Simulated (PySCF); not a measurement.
Ligands exchanged one at a time, Si OH-SH. Gas-phase values, no solvent. One relaxed conformer stands for each flexible species; it need not be the lowest. Strings in code marks are SMILES.

All values below come from PySCF with PBE-D3(BJ)/def2-TZVP // ωB97X-D3(BJ)/def2-TZVP. Excitations are Tamm–Dancoff values on a coarser integration grid. The basis has no diffuse functions, so Rydberg states are missing or too high.

```
species                                    HOMO (eV)  S1–T1 gap (TDA) (eV)  S1 excitation (TDA) (eV)  S1 oscillator strength
-----------------------------------------  ---------  --------------------  ------------------------  ----------------------
0 of 4 OH replaced by SH (`O[Si](O)(O)O`)      -7.32                  0.20                       ___                   0.005
1 of 4 OH replaced by SH                         ___                   ___                       ___                   0.014
2 of 4 OH replaced by SH (`O[Si](O)(S)S`)      -6.11                   ___                      5.51                   0.001
3 of 4 OH replaced by SH (`S[Si](S)(S)O`)      -6.27                  0.34                      5.44                   0.007
4 of 4 OH replaced by SH (`S[Si](S)(S)S`)      -6.38                  0.27                      5.17                   0.003
```

### Question
Some entries are withheld; supply them.

### Answer

- 0 of 4 OH replaced by SH (`O[Si](O)(O)O`), S1 excitation (TDA) (eV): 6.97
- 1 of 4 OH replaced by SH, HOMO (eV): -6.30
- 1 of 4 OH replaced by SH, S1–T1 gap (TDA) (eV): 0.32
- 1 of 4 OH replaced by SH, S1 excitation (TDA) (eV): 5.87
- 2 of 4 OH replaced by SH (`O[Si](O)(S)S`), S1–T1 gap (TDA) (eV): 0.30
